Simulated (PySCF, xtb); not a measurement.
B(H)2(vinyl) (C₂H₅B), SMILES BC=C.

Geometry optimised at B3LYP-D3(BJ)/def2-TZVP.

Calculation: IEF-PCM-M06-2X/def2-SVP (PySCF).

The values are the electrostatic part of the solvation free energy, E(continuum) − E(gas) at the gas-phase geometry, in a cavity of scaled van der Waals radii (PySCF's table); cavitation and dispersion terms are not included. In vacuum the orbital gap is 8.55 eV. The dipole moment in vacuum is 1.24 D.

```
solvent         ε  ΔG(elec) (kcal/mol)  dipole (D)  gap (eV)
----------  -----  -------------------  ----------  --------
water       78.36                 -1.1        1.60      8.51
chloroform   4.71                 -0.8        1.50      8.52
methanol    32.61                 -1.1        1.59      8.51
```

For comparison, GFN2-xTB/ALPB(water) (xtb, at the GFN2-xTB geometry, all terms of that model) gives -1.1 kcal/mol.
